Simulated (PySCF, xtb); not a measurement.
bicarbonate (CHO3), SMILES OC(=O)[O-], charge -1.

Geometry optimised at PBE-D3(BJ)/def2-SVPD. The values are those of a single conformer.

These are C-PCM-PBE0/def2-SVPD (PySCF) values and carry that method's errors.

The values are the electrostatic part of the solvation free energy, E(continuum) − E(gas) at the gas-phase geometry, in a cavity of scaled van der Waals radii (PySCF's table); cavitation and dispersion terms are not included. In vacuum the orbital gap is 6.41 eV.

| solvent | ε | ΔG(elec) (kcal/mol) | gap (eV) |
|---|---|---|---|
| water | 78.36 | -66.6 | 7.77 |
| ethylethanoate | 5.99 | -56.0 | 7.58 |
| chlorobenzene | 5.70 | -55.4 | 7.57 |

For comparison, GFN2-xTB/ALPB(water) (xtb, at the GFN2-xTB geometry, all terms of that model) gives -70.4 kcal/mol.
